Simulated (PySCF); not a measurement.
Gas-phase reaction: 2 WF4NH + 2 F2 = 2 WF6 + N2H2

Energies from PySCF (xtb for GFN2), thermal terms from the rigid-rotor harmonic-oscillator model, ideal gas at 1 bar. † marks an energy on the PBE0/def2-TZVP geometry and frequencies; other levels use their own. CCSD(T) freezes the core. All species are closed-shell singlets. B3LYP is the form with VWN-RPA correlation. W: scalar-relativistic def2 core potential, no spin-orbit coupling. WF4NH: computed as isolated molecules; such fragments, hydroxides, amides, oligomers or adducts are transient or little studied in the gas. CCSD(T) isn't extrapolated to the basis-set limit. The harmonic model lacks anharmonicity and excited electronic states, which grow with temperature; levels with a mode under 35 cm⁻¹ are left out. Soft modes under 120 cm⁻¹ make the harmonic entropy rough for WF4NH. Warning, large T1 diagnostic: WF6 (CCSD(T)/def2-SVP†).

```csv
level,"ΔE electronic, kJ","ΔH°(298 K), kJ","ΔS°(298 K), J/K","ΔG°(600 K), kJ"
B3LYP/def2-TZVP†,-1034,-1021,-175,-916
CCSD(T)/def2-SVP†,-998,-985,-175,-879
GFN2-xTB,-1445,-1434,-158,-1340
HF/def2-TZVP†,-1093,-1080,-175,-975
M06-2X/def2-TZVP†,-1019,-1006,-175,-901
r2SCAN/def2-TZVP†,-1080,-1067,-175,-961
ωB97M-V/def2-TZVP†,-1052,-1039,-175,-934
```
ΔH° is lowest at GFN2-xTB and highest at CCSD(T)/def2-SVP†. No reference value is set beside these.
